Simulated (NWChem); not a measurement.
System: CH$_{5}$GaO; SMILES [GaH2][O]C

Input file for NWChem:

```
start job
memory heap 200 mb stack 900 mb global 1100 mb
geometry units angstroms noautosym nocenter noautoz
  Ga    -0.111282    -0.685859    -0.025135
  H     -1.206357    -1.801490     0.063924
  H      1.452035    -0.795358    -0.194359
  O     -0.774623     0.984092     0.086800
  C      0.046560     2.135426     0.027965
  H      1.114785     1.897319    -0.092571
  H     -0.259954     2.766786    -0.816868
  H     -0.070755     2.722156     0.948998
end
basis spherical
  * library aug-cc-pvdz
end
dft
  xc xpbe96 cpbe96
  iterations 150
end
property
  response 1 0.0
end
task dft property
```

Coordinates come from a B3LYP/6-31G* (spherical d) optimisation.

Static field.

Predict the main results of this run. (PBE/aug-cc-pVDZ.) Quantities: isotropic polarisability (bohr³); anisotropy (bohr³).


```yaml
isotropic polarisability (bohr³): 51.9
anisotropy (bohr³): 22.0
```
